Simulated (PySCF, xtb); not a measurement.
PbCl2, SMILES [Cl][Pb][Cl] (connectivity only; charge and spin as stated), neutral, multiplicity 1.

Harmonic wavenumbers (cm⁻¹) from GFN2-xTB run with xtb at its own minimum, in rising order: 76, 250, 270.

Problem. What does PBE-D3(BJ)/def2-TZVP (PySCF) give at its own minimum? (An estimate is asked for; the answer gives what the named calculation found.)

Solution. 93, 295, 311. Paired by order, the mean absolute difference is 34 cm⁻¹ and the zero-point energies are 0.9 and 1.0 kcal/mol.
